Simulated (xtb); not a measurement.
Si(F)3(vinyl) (C₂H₃F₃Si), SMILES C=C[Si](F)(F)F. All values are semi-empirical tight-binding results from xtb (GFN2-xTB unless named), good for trends rather than for accurate numbers. The structure is a stationary point at GFN2-xTB. Other conformers were not sampled.

| Quantity | Value |
|---|---|
| point group as xtb finds it | Cs |
| orbital gap | 4.88 eV |
| dipole moment | 3.26 D |
| zero-point energy | 31.4 kcal/mol |
| G − E(el) at 298.15 K (modified RRHO) | 11.2 kcal/mol |
| static polarisability (D4 model) | 64.5 bohr³ |
| solvation energy, GFN2-xTB/ALPB(water) | -0.1 kcal/mol |
| solvation energy, GFN2-xTB/ALPB(hexane) | -1.8 kcal/mol |
